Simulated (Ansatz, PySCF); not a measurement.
Stretching the Al1–H2 bond in AlH3Se (SMILES [AlH2][SeH]) (multiplicity 1 held, fragments rigid). Energies count from the point at 1.573 Å.
Geometry at that point (charge 0, multiplicity 1):
```
atom    x (Å)    y (Å)    z (Å)
----  -------  -------  -------
Al     0.3641   0.0275  -1.5573
H     -0.6985  -0.5698  -2.5521
H      1.7454   0.6424  -1.9937
Se    -0.2012  -0.0305   0.6966
H      1.0606   0.6067   1.1072
```

R- and RO- levels are restricted; in cc, def2 and unpolarised 6-31G sets they are followed outwards from rest. Active spaces are followed from a long bond inwards. Curves can end on different states.

Correlated levels freeze the cores. Filled d and f shells under p-block atoms count as core. Rows in 3-21G carry no dispersion term and start afresh at each structure; the Pople sets are all-electron and without relativity.

Run with Ansatz (Gaussian basis) for Hartree–Fock, density functionals and correlated methods; PySCF for 3-21G rows. Values without a source in brackets are computed.

Energies in kcal/mol.

```
R (Å)  R-HF/3-21G  R-CCSD(T)/def2-TZVPP  FIC-NEVPT4(SD) on CASSCF(2,2)/def2-TZVPP  FIC-MRCISD+Q on CASSCF(2,2)/def2-TZVPP
-----  ----------  --------------------  ----------------------------------------  --------------------------------------
1.259        28.6                  25.3                                      25.3                                    25.3
1.416         6.3                   5.0                                       5.0                                     5.0
1.573         0.0                   0.0                                       0.0                                     0.0
1.731         2.8                   3.2                                       3.1                                     3.2
1.888        10.5                  10.6                                      10.5                                    10.6
2.124        26.1                  24.9                                      24.6                                    24.9
2.360        43.3                  39.6                                      39.2                                    39.6
2.753        70.9                  60.5                                      59.8                                    60.3
3.147        95.3                  74.2                                      73.6                                    74.2
3.619       119.5                  81.3                                      82.0                                    82.6
4.248       144.0                  81.0                                      85.6                                    86.3
5.035       164.0                  77.0                                      86.5                                    87.2
```

Doubts at one or more of the structures used: a restricted determinant that unrestricted orbitals would lower (R-HF/3-21G, R-CCSD(T)/def2-TZVPP); other coupled-cluster roots lie near (R-CCSD(T)/def2-TZVPP); T1 above 0.05 (R-CCSD(T)/def2-TZVPP).

Ansatz is a program for electronic structure.
